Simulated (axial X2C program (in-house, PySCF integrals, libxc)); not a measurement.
## What spin–orbit coupling does to FeP

Computed with an in-house all-electron X2C program for linear molecules (integrals from PySCF). Spin-free means the one-electron spin-free X2C Hamiltonian; two-component (2c) means X2C with spin–orbit coupling and atomic mean-field two-electron Coulomb and Gaunt terms, so the difference of the two also holds small scalar two-electron terms. Basis: Fe dyall-cv3z [9s10p6d3f2g], P dyall-v3z [8s7p2d1f] (cores contracted in-house); Gaussian nuclei, density fitting, unrestricted open shells. Masses: Fe 55.935 u, P 30.974 u.

Spin-free state: M_S = 1/2, Λ = 2 (beyond evenly filled blocks: δ+α, δ+β, δ-α); fragments Fe + P.

| level | Re (Å) | ωe (cm⁻¹) | De (eV) | μ (D) |
| --- | --- | --- | --- | --- |
| PBE0 | 2.143 | 356.8 | 1.564 | -2.90 |

Dipoles are positive if P is the positive end.

Within this multiplet, which Ω should lie lowest by the rule for regular and inverted multiplets?

The open δ shell holds three electrons, one hole, so the multiplet is inverted: Ω = Λ + 1/2 = 5/2. The PBE0 2c search agrees, though Ω = 1/2 of the search lies only 0.06 eV higher.

Two-component determinant lowest at the distance of the search:

Ω = 5/2 (⟨Sz⟩ = 0.50, ⟨Lz⟩ = 2.00 at PBE0); fragments Fe + P.

```tsv
level	Re (Å)	ωe (cm⁻¹)	μ (D)
PBE0	2.144	356.7	-2.90
```

From the two tables, how do the constants change at the PBE0 level (2c against spin-free)?

At the PBE0 level Re is unchanged within 0.001 Å and ωe is unchanged to within 0.2 cm⁻¹.

Occupations by symmetry block were frozen at the best pattern of an incomplete PBE0 search. De is counted from the lowest determinant-based energies of the atoms at the same level, without counterpoise correction. De is not given where an atomic determinant may have missed its ground term or J level, or where the truncated virtual space spoils (T). Density functionals use the spin component along the axis (collinear). Other states lie close and PBE0, whose exact exchange favours high spin, may order them wrongly; the determinant shown need not be the ground state. The nearest other spin-free determinant of the search, M_S = 3/2, Λ = 1, lies 0.03 eV up at the distance of the search. Without a current term, density functionals place determinants with orbital angular momentum somewhat too high. The determinant is spin-polarised beyond a pure state at some levels (its spin-free form has ⟨S²⟩ too high), which makes Re and μ there less reliable.
